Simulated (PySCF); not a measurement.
5,5-difluorooxolan-3-one (C4H4F2O2), SMILES O=C1COC(F)(F)C1.

The structure is a stationary point at PBE-D3(BJ)/def2-SVP. The values are those of a single conformer.

Method: PySCF with PBE-D3(BJ)/def2-SVP.

No scaling factor is applied to the harmonic values.

Computed harmonic wavenumbers and intensities:
```json
[
 {"mode": "1", "ν (cm⁻¹)": "74", "IR (km/mol)": "6.2", "moving atoms (share of kinetic energy)": "F 36 %, O 35 %, C 19 %, H 10 %"},
 {"mode": "2", "ν (cm⁻¹)": "120", "IR (km/mol)": "7.6", "moving atoms (share of kinetic energy)": "C 32 %, H 30 %, O 21 %, F 17 %"},
 {"mode": "3", "ν (cm⁻¹)": "315", "IR (km/mol)": "1.8", "moving atoms (share of kinetic energy)": "F 52 %, O 17 %, H 16 %, C 15 %"},
 {"mode": "4", "ν (cm⁻¹)": "374", "IR (km/mol)": "1.4", "moving atoms (share of kinetic energy)": "F 43 %, O 27 %, C 15 %, H 14 %"},
 {"mode": "5", "ν (cm⁻¹)": "433", "IR (km/mol)": "11.9", "moving atoms (share of kinetic energy)": "C 39 %, O 29 %, F 20 %, H 13 %"},
 {"mode": "6", "ν (cm⁻¹)": "447", "IR (km/mol)": "5.2", "moving atoms (share of kinetic energy)": "C 38 %, H 33 %, O 15 %, F 15 %"},
 {"mode": "7", "ν (cm⁻¹)": "493", "IR (km/mol)": "1.8", "moving atoms (share of kinetic energy)": "F 48 %, O 25 %, C 14 %, H 13 %"},
 {"mode": "8", "ν (cm⁻¹)": "553", "IR (km/mol)": "3.5", "moving atoms (share of kinetic energy)": "O 35 %, C 28 %, F 25 %, H 12 %"},
 {"mode": "9", "ν (cm⁻¹)": "606", "IR (km/mol)": "2.4", "moving atoms (share of kinetic energy)": "O 38 %, C 33 %, F 19 %, H 9 %"},
 {"mode": "10", "ν (cm⁻¹)": "665", "IR (km/mol)": "10.7", "moving atoms (share of kinetic energy)": "F 48 %, C 29 %, O 21 %"},
 {"mode": "11", "ν (cm⁻¹)": "751", "IR (km/mol)": "1.8", "moving atoms (share of kinetic energy)": "H 50 %, C 34 %, F 9 %"},
 {"mode": "12", "ν (cm⁻¹)": "796", "IR (km/mol)": "3.5", "moving atoms (share of kinetic energy)": "C 51 %, H 33 %, O 8 %"},
 {"mode": "13", "ν (cm⁻¹)": "841", "IR (km/mol)": "14.3", "moving atoms (share of kinetic energy)": "C 50 %, O 21 %, H 17 %, F 12 %"},
 {"mode": "14", "ν (cm⁻¹)": "912", "IR (km/mol)": "51.4", "moving atoms (share of kinetic energy)": "H 50 %, C 32 %, F 12 %"},
 {"mode": "15", "ν (cm⁻¹)": "1030", "IR (km/mol)": "40.8", "moving atoms (share of kinetic energy)": "C 64 %, H 27 %"},
 {"mode": "16", "ν (cm⁻¹)": "1072", "IR (km/mol)": "16.6", "moving atoms (share of kinetic energy)": "C 58 %, H 34 %"},
 {"mode": "17", "ν (cm⁻¹)": "1088", "IR (km/mol)": "56.7", "moving atoms (share of kinetic energy)": "C 48 %, O 46 %"},
 {"mode": "18", "ν (cm⁻¹)": "1126", "IR (km/mol)": "80.9", "moving atoms (share of kinetic energy)": "H 52 %, C 37 %"},
 {"mode": "19", "ν (cm⁻¹)": "1165", "IR (km/mol)": "23.6", "moving atoms (share of kinetic energy)": "H 76 %, C 18 %"},
 {"mode": "20", "ν (cm⁻¹)": "1185", "IR (km/mol)": "157.3", "moving atoms (share of kinetic energy)": "C 62 %, H 34 %"},
 {"mode": "21", "ν (cm⁻¹)": "1212", "IR (km/mol)": "218.9", "moving atoms (share of kinetic energy)": "C 77 %, H 16 %"},
 {"mode": "22", "ν (cm⁻¹)": "1284", "IR (km/mol)": "117.2", "moving atoms (share of kinetic energy)": "H 51 %, C 42 %"},
 {"mode": "23", "ν (cm⁻¹)": "1296", "IR (km/mol)": "127.5", "moving atoms (share of kinetic energy)": "C 51 %, H 40 %"},
 {"mode": "24", "ν (cm⁻¹)": "1354", "IR (km/mol)": "68.6", "moving atoms (share of kinetic energy)": "H 71 %, C 27 %"},
 {"mode": "25", "ν (cm⁻¹)": "1402", "IR (km/mol)": "17.8", "moving atoms (share of kinetic energy)": "H 90 %"},
 {"mode": "26", "ν (cm⁻¹)": "1836", "IR (km/mol)": "185.9", "moving atoms (share of kinetic energy)": "C 64 %, O 36 %"},
 {"mode": "27", "ν (cm⁻¹)": "2962", "IR (km/mol)": "15.0", "moving atoms (share of kinetic energy)": "H 94 %"},
 {"mode": "28", "ν (cm⁻¹)": "3015", "IR (km/mol)": "3.7", "moving atoms (share of kinetic energy)": "H 94 %"},
 {"mode": "29", "ν (cm⁻¹)": "3036", "IR (km/mol)": "3.8", "moving atoms (share of kinetic energy)": "H 91 %, C 9 %"},
 {"mode": "30", "ν (cm⁻¹)": "3103", "IR (km/mol)": "0.8", "moving atoms (share of kinetic energy)": "H 91 %, C 9 %"}
]
```
